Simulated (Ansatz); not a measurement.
Cost and result up the ladder for VO4H3 (the lowest singlet isomer of a short search) (8 atoms). The state is a singlet with charge 0. Geometry: r2SCAN-D4/def2-SVP.

Cartesian coordinates in Å:
```
V -0.3353 0.2084 -0.2832
O 1.4228 0.6182 -0.7088
O 1.4102 -0.8312 -0.4453
O -1.2658 -0.2173 -1.4621
O -0.8940 -0.1533 1.3425
H 1.8585 -0.8935 0.4206
H -1.7556 -0.5443 1.5498
H -0.4408 1.8132 -0.4135
```

Ansatz on 4 threads of Arm Neoverse V2 on a shared host. Times are rough, and most runs start from the orbitals of an earlier one. No level here is sound enough to serve as a yardstick. Binding counts from free atoms at the same level (V quartet, O triplet, H doublet; other spins of the atoms weren't run), without zero-point energy or a counterpoise term.

The structure holds one bond between oxygen atoms, so isomers without such links may lie far lower. Another isomer (singlet) lies 0.13 eV lower at PBE-D4/def2-TZVP; other spin states weren't run for this one.

Run but left out: B2PLYP/def2-TZVP (restricted singlet, unstable in another Hartree–Fock run and untested here); CCSD(T)/def2-TZVP (restricted singlet, unstable towards broken spin symmetry).

| level | functions | wall time |
| --- | --- | --- |
| PBE0-D4/def2-SVP | 102 | 1.3 s |
| r2SCAN0-D4/def2-TZVP | 187 | 4.2 s |
| B97M-V/def2-TZVP | 187 | 6.5 s |
| ωB97M-V/def2-TZVP | 187 | 8 s |

(1) Estimate what each level gives for the binding energy per atom (eV).

## Answers

(1) 
```json
{"level": "PBE0-D4/def2-SVP", "binding energy per atom (eV)": "3.59", "remarks": "restricted SCF unstable in HF"}
{"level": "r2SCAN0-D4/def2-TZVP", "binding energy per atom (eV)": "3.42", "remarks": "restricted SCF unstable in HF"}
{"level": "B97M-V/def2-TZVP", "binding energy per atom (eV)": "3.72", "remarks": "restricted SCF unstable in HF"}
{"level": "ωB97M-V/def2-TZVP", "binding energy per atom (eV)": "3.58", "remarks": "restricted SCF unstable in HF"}
```
